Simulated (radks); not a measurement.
Question: Neutral hydrogen, 1s1. All-electron calculation, non-relativistic Kohn-Sham, r2SCAN, spin-polarised, spherical densities, point nucleus; meta-GGA in the generalised Kohn-Sham scheme. Program: a radial shooting solver on a logarithmic mesh with Libxc functionals. Every spin shell is full or empty, so the densities are truly spherical. Functionals are evaluated on that one density, not self-consistently. Rank these exchange functionals by their error against the exact value of the orbitals, and give that value: LDA, B88, PBE, PBEsol, revPBE, PW91, PW86, OPTX, revTPSS.

Answer: Exact: -0.310339 hartree. From best to worst, with 100 (|E| - |E exact|)/|E exact| (equal figures are ties): PW86 -0.09, revTPSS +0.10, revPBE -0.39, OPTX -0.43, B88 -0.66, PW91 -1.56, PBE -1.86, PBEsol -6.16, LDA -14.12.
